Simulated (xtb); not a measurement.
C3H5BO2, SMILES C(B(C=C)O)=O. All values are semi-empirical tight-binding results from xtb (GFN2-xTB unless named), good for trends rather than for accurate numbers. Coordinates come from a GFN2-xTB optimisation. This is a generated structure with no PubChem entry under its InChIKey; it may be hypothetical. Other conformers were not sampled.

Optimised geometry:

```xyz
11

C      0.0711     2.5537     0.0000
C      0.6885     1.3749     0.0000
B     -0.0576     0.0077     0.0000
O     -1.3859    -0.0709     0.0000
C      0.7288    -1.4076     0.0000
O      0.1189    -2.4573     0.0000
H     -1.0051     2.6112     0.0000
H      0.6023     3.4930     0.0000
H      1.7731     1.3691     0.0000
H     -1.7167    -0.9768     0.0000
H      1.8404    -1.4357     0.0000
```
Charge 0, spin multiplicity 1.

```yaml
point_group_as_xtb_finds_it: Cs
orbital_gap: 2.16 eV
dipole_moment: 1.64 D
zero_point_energy: 48.5 kcal/mol
G − E(el) at 298.15 K (modified RRHO): 28.9 kcal/mol
static polarisability (D4 model): 56.7 bohr³
solvation energy, GFN2-xTB/ALPB(water): -4.7 kcal/mol
solvation energy, GFN2-xTB/ALPB(toluene): -5.7 kcal/mol
```

**Question.** Give the IR lines (harmonic; lines under 4 % of the strongest left out, lines within 3 cm⁻¹ merged). (An estimate is asked for; the answer gives what the named calculation found.)

**Answer.** ν (cm⁻¹): 109 (w), 140 (w), 204 (w), 541 (m), 568 (w), 721 (m), 754 (w), 847 (m), 929 (s), 935 (w), 1038 (w), 1130 (vs), 1300 (w), 1341 (s), 1372 (m), 1407 (m), 1650 (m), 1721 (s), 2717 (vs), 3032 (m), 3082 (w), 3117 (m), 3484 (m) (against the strongest line: vs over 80 %, s over 45 %, m over 15 %, w over 4 %, vw less)

**Question.** Give the atomic charges and the Wiberg bond orders between heavy atoms. (The exact figures need the calculation; the answer reports its results.)

**Answer.** charges (e) C1 -0.06, C2 -0.11, B3 0.31, O4 -0.40, C5 0.12, O6 -0.33, H7 0.06, H8 0.05, H9 0.03, H10 0.32, H11 0.01. Bond orders C1–C2 1.93, C2–B3 1.03, B3–O4 1.34, B3–C5 0.91, C5–O6 1.94.
